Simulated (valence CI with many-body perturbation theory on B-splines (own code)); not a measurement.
**S10+: E2, M1 decay**

Method: valence CI with perturbative core correlation (CI+MBPT): four valence electrons over a frozen Dirac-Fock core [He], a basis of 11 s, 11 p, 9 d, 7 f, 5 g, 2 h, 1 i functions for each j, with the one-electron correlation potential Σ1 (screened to all orders), the two-electron term Σ2, the three-electron term Σ3, Breit, model QED; selected single and double excitations, second order for the rest, scaled by the run's own slope (own B-spline code, finite nucleus).

No measured spectrum was set against this ion. As an estimate, levels of excited configurations hold to 0.05 to 0.15 % of their energy, terms of the ground configuration to about 0.5 %. Among the levels kept, up to 250 cm⁻¹ of a level comes from second order outside the variational space, and about a tenth of that is noise between levels of different J, which matters for small intervals.

Lines 1 to 10 of 10 in falling wavelength, among levels below 2738300 cm⁻¹, chosen from the decays that carry over 1 % of a level's rate. Wavelengths and rates use the calculated energies, so an error of 300 cm⁻¹ moves a line at 1822 Å by 0.55 % and its rate by three times that or more. Electric multipoles are in the length gauge, E1 and E2 with the static RPA response of the core. Weak lines are less certain than strong ones. Lines between different terms over intervals too small for the method are left out, as are lines whose strength nearly cancels.

Names give the largest LS component (configuration and term), which can be under half, so a name can repeat, a term be missing and a line seem to break the LS rules; names also repeat where a configuration has a term twice.

```json
{"λ vac (Å)": "19220", "Upper": "2s2 2p2 3P_1", "Lower": "2s2 2p2 3P_0", "Type": "M1", "A (s⁻¹)": "2.52e+00", "Branch %": "100.0"}
{"λ vac (Å)": "13940", "Upper": "2s2 2p2 3P_2", "Lower": "2s2 2p2 3P_1", "Type": "M1", "A (s⁻¹)": "4.95e+00", "Branch %": "100.0"}
{"λ vac (Å)": "1822", "Upper": "2s2 2p2 1D_2", "Lower": "2s2 2p2 3P_2", "Type": "M1", "A (s⁻¹)": "7.76e+01", "Branch %": "67.2"}
{"λ vac (Å)": "1611", "Upper": "2s2 2p2 1D_2", "Lower": "2s2 2p2 3P_1", "Type": "M1", "A (s⁻¹)": "3.78e+01", "Branch %": "32.8"}
{"λ vac (Å)": "781.6", "Upper": "2s2 2p2 1S_0", "Lower": "2s2 2p2 3P_1", "Type": "M1", "A (s⁻¹)": "9.04e+02", "Branch %": "99.2"}
{"λ vac (Å)": "42.72", "Upper": "2s2 2p 3p 1P_1", "Lower": "2s2 2p2 1D_2", "Type": "E2", "A (s⁻¹)": "8.25e+07", "Branch %": "1.4"}
{"λ vac (Å)": "41.22", "Upper": "2s 2p2 3p 5D°_0", "Lower": "2s 2p3 5S°_2", "Type": "E2", "A (s⁻¹)": "6.19e+07", "Branch %": "4.4"}
{"λ vac (Å)": "41.16", "Upper": "2s 2p2 3p 5D°_2", "Lower": "2s 2p3 5S°_2", "Type": "E2", "A (s⁻¹)": "6.03e+07", "Branch %": "6.7"}
{"λ vac (Å)": "41.09", "Upper": "2s 2p2 3p 5D°_3", "Lower": "2s 2p3 5S°_2", "Type": "E2", "A (s⁻¹)": "6.06e+07", "Branch %": "8.2"}
{"λ vac (Å)": "41.00", "Upper": "2s 2p2 3p 5D°_4", "Lower": "2s 2p3 5S°_2", "Type": "E2", "A (s⁻¹)": "6.24e+07", "Branch %": "8.4"}
```
